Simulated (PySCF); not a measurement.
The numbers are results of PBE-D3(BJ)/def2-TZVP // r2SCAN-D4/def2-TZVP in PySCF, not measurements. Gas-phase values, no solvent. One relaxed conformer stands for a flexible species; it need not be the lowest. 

Reference species (SMILES): `[Cl][Ga]([Cl])[Cl]` (neutral, multiplicity 1).

The HOMO–LUMO gap comes out as 5.13 eV and the S1 oscillator strength is 0.000.

Changed species: `[OH][Ga]([OH])[Cl]` (H–O–Ga–Cl torsion 0°, Cl–Ga–O–H torsion 180°) (2 of 3 Cl replaced by OH; the reference has 0 of 3 Cl replaced by OH).

### Question
Give the shifts of the HOMO–LUMO gap and S1 oscillator strength.

### Answer
the HOMO–LUMO gap goes up by 0.21 eV, to 5.34 eV; the S1 oscillator strength hardly moves.
